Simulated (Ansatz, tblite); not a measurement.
Isomers of PtO2⁻ (doublet), found by a short tight-binding search and relaxed with r2SCAN-D4/def2-TZVPD in Ansatz.

In the def2 sets Pt takes a core potential; there is no spin–orbit coupling. The xTB rows come from tblite. HSE06 is defined as in plane-wave codes, on full-range PBE exchange.

Run but left out: HF/def2-TZVPPD, MP2/def2-TZVPPD, CCSD/def2-TZVPPD, CCSD(T)/def2-TZVPPD (flagged by the program: large difference); LC-ωPBE/def2-TZVPD (flagged by the program: asymmetric forces).

A: At PBE-D4/def2-TZVPD, r2SCAN-D4/def2-TZVPD the highest occupied level of the charge -1 doublet lies above zero (up to 0.83 eV). By energy differences its removal costs 2.74 eV (vertical, to the charge 0 singlet, at PBE-D4/def2-TZVPD); a positive level beside a positive removal energy at the same level points to self-interaction error. At PBE-D4/def2-TZVPD the gap within one spin of the charge -1 doublet nearly closes, so an electron or hole may be smeared out by delocalisation error. B: At PBE-D4/def2-TZVPD, r2SCAN-D4/def2-TZVPD the charge -1 doublet is spin-contaminated (final ⟨S²⟩ up to 0.96, 0.75 for a pure state). At PBE-D4/def2-TZVPD, r2SCAN-D4/def2-TZVPD, HSE06-D4/def2-TZVPD the highest occupied level of the charge -1 doublet lies above zero (up to 1.05 eV). It is a level of β spin, whose loss leaves a triplet; that state wasn't run at this geometry and level. The electron is either unbound and held by the finite basis, or the level is raised by self-interaction error. It holds 1 O–O bond.

Other spin states were run for one of them alone.

A:

```xyz
3

Pt    0.000    0.000    0.000
O     1.073   -1.388   -0.219
O    -1.073    1.388    0.219
```

B:

```
atom   x (Å)   y (Å)   z (Å)
 Pt1  -1.128   0.165  -0.617
  O2   0.708   0.437  -0.134
  O3   0.420  -0.602   0.751
```

Q: Estimate which lies lowest at each level, and how far above it the others are (eV).

A: 
| level | A | B |
| --- | --- | --- |
| GFN1-xTB | 0.00 | 2.14 |
| GFN2-xTB | 0.00 | 1.52 |
| PBE-D4/def2-TZVPD | 0.00 | 3.57 |
| r2SCAN-D4/def2-TZVPD | 0.00 | 3.52 |
| PBE0-D4/def2-TZVPD | 0.00 | 3.18 |
| HSE06-D4/def2-TZVPD | 0.00 | 3.19 |
Point groups (tolerance 0.1 Å): A D∞h, B Cs. Lower isomers may exist.
